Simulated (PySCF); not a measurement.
## Correlation energy of Ga⁺ (gallium, charge +1)

[Ar] 3d10 4s2, closed-shell 1S. Computed with PySCF 2.14 in cc-pVTZ-DK, with scalar relativity by spin-free X2C-1e. Frozen: [Ar] 3d10; 2 electrons correlated.

Total MP2 correlation energy: -25.82 mhartree.

Same-spin part 0.00 and opposite-spin part -25.82 mhartree; SCS-MP2 scales them by 1/3 and 6/5 to -30.98 mhartree.

With two correlated electrons CCSD is exact within the correlated space (frozen core and kept virtual orbitals).

| level | correlation energy (mhartree) |
| --- | --- |
| CCSD | -36.44 |

Diagnostics: T1 = 0.0064, D1 = 0.0090, largest double amplitude 0.096.

Cost of the coupled-cluster step: 0.08 s of wall time on 1 thread of Neoverse-V2 (shared host), for 2 correlated electrons.
